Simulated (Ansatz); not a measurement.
CS$_{2}$, charge +1, doublet, geometry from GFN2-xTB (a state made from the parent by changing its charge; the spin is typed, not shown lowest); PBE/3-21G (Ansatz, a first-principles code).

The Ansatz input:
Ansatz 0.2 input:
```yaml
crystal:
  periodic: [false, false, false]
  atoms:
    - {symbol: S, position_ang: [-0.00000000, -0.00000000, -1.55963386]}
    - {symbol: C, position_ang: [0.00000000, 0.00000000, 0.00000000]}
    - {symbol: S, position_ang: [0.00000000, 0.00000000, 1.55963386]}
basis:
  gaussian:
    orbitals: 3-21G.json
hamiltonian:
  xc: pbe
total_charge: 1
magnetization: {spin_polarized: true, initial_magnetization: 1}
```
The basis file holds 3-21G in the JSON format of the Basis Set Exchange.

It wrote (shortened):

```
Functional definition: PBE
405 factors; integrals over basis functions are off by at most 1.8e-4 eV
mean field evaluation 1: about -22566.6813 eV, gradient 3.8e1 eV
mean field evaluation 2: about -22545.5251 eV, gradient 6.2e1 eV
mean field evaluation 4: about -22573.0718 eV, gradient 4.0e0 eV
mean field evaluation 8: about -22573.1506 eV, gradient 1.1e-1 eV
mean field evaluation 16: about -22573.1180 eV, gradient 1.1e0 eV
mean field -22573.15070919 eV, -829.5479879317 hartree, gradient 2.0e-5 eV, S^2 0.760765; 1 other end points of the search recorded, 0 dependent functions left out
reference -22573.15073272 eV, -829.5479887964 hartree; 19, 18 occupied and 16, 17 virtual orbitals, 405 factors
Total energy: -22573.15073272 eV, -829.5479887964 hartree
```
